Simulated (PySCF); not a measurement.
This script is equivalent to a calculation on Ar (argon, neutral).

```python
from pyscf import gto, scf, dft, mp, cc
import basis_set_exchange as bse
mol = gto.M(atom="Ar 0 0 0", charge=0, spin=0, symmetry="D2h",
            basis=gto.basis.parse(bse.get_basis("cc-pV(T+d)Z", elements=["Ar"], fmt="nwchem", header=False)))
mf = scf.UHF(mol)
mf.irrep_nelec = {'Ag': (3, 3), 'B1u': (2, 2), 'B2u': (2, 2), 'B3u': (2, 2)}
mf.kernel()
```

Task: What total energy does it give?

Result: -526.81313 hartree (calculated).

Task: Which occupied shell lies highest, and where?

Result: 3p, at -16.058 eV.
